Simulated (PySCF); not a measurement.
Zinc: a sound run and one with changed settings

Sound run: Zn(2+) [Ar] 3d10, Zn(3+) [Ar] 3d9. Calculation: PySCF 2.14, in x2c-TZVPall; the spin-free X2C one-electron Hamiltonian (Gaussian nucleus). In the sound run the correlated levels freeze [Ar]. The sound run starts from symmetry-adapted Hartree-Fock orbitals and uses a fine grid where one is needed.

Changed run: the non-relativistic Hamiltonian (point nucleus). This setting is unsound on purpose.

| species | method | sound run (hartree) | changed run (hartree) | converged |
| --- | --- | --- | --- | --- |
| Zn(2+) | UHF | -1793.34765 | -1770.28720 | yes |
| Zn(2+) | TPSS | -1794.88856 | -1771.84125 | yes |
| Zn(2+) | PBE0 | -1794.63471 | -1771.58676 | yes |
| Zn(2+) | MP2 | -1793.69042 | -1770.62610 | yes |
| Zn(3+) | UHF | -1791.98678 | -1768.90743 | yes |
| Zn(3+) | TPSS | -1793.42687 | -1770.36277 | yes |
| Zn(3+) | PBE0 | -1793.17689 | -1770.11166 | yes |
| Zn(3+) | MP2 | -1792.23328 | -1769.15145 | yes |

Ionisation energy of Zn(2+):

```
 method  sound run (eV)  changed run (eV)
    UHF          37.031            37.545
   TPSS          39.775            40.232
   PBE0          39.669            40.140
    MP2          39.651            40.127
SCS-MP2          39.330            39.810
```

Most of the change in total energy is the relativistic energy itself. On top of that the contraction fixes the core shape for the Hamiltonian it was made with, so the changed run is not a good calculation with the other Hamiltonian either.

For comparison, NIST gives 39.723 eV between the lowest levels.
